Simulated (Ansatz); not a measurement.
One change: `C=C[SiH2]N[SiH2]O` becomes `O[SiH2]N[SiH3]`.

Ansatz, PBE0-D4/def2-TZVP geometries, multiplicity 1. Each molecule was computed in one conformer, which needn't be the lowest.

```tsv
property	`C=C[SiH2]N[SiH2]O`
HOMO–LUMO gap (PBE/def2-TZVPP) / eV	4.89
HOMO energy (ωB97M-V/def2-TZVPP) / eV	-10.10
LUMO energy (PBE/def2-TZVPP) / eV	-1.53
ideal-gas entropy at 298 K and 1 bar (rigid rotor, harmonic PBE0-D4/def2-TZVP) / J/(mol·K)	401
HOMO energy (B3LYP/def2-TZVPP) / eV	-7.55
HOMO energy (PBE0/def2-TZVPP) / eV	-7.78
```

**Question.** Give the same properties after the change, and the shifts. (An estimate is asked.)

**Answer.** Ansatz gave: 
```csv
property,`O[SiH2]N[SiH3]`,shift
HOMO–LUMO gap (PBE/def2-TZVPP) / eV,5.72,0.83
HOMO energy (ωB97M-V/def2-TZVPP) / eV,-10.09,0.01
LUMO energy (PBE/def2-TZVPP) / eV,-0.70,0.83
"ideal-gas entropy at 298 K and 1 bar (rigid rotor, harmonic PBE0-D4/def2-TZVP) / J/(mol·K)",352,-49
HOMO energy (B3LYP/def2-TZVPP) / eV,-7.54,0.01
HOMO energy (PBE0/def2-TZVPP) / eV,-7.77,0.01
```

The zero-point energy changes by -92.1 kJ/mol with -12 modes. Modes under 60 cm⁻¹, often nearly free rotors, make the harmonic entropy too high.

Positive LUMOs are unbound, so they and the gaps depend on the basis.

B3LYP here is the variant with VWN-RPA as its local correlation; programs differ in this.
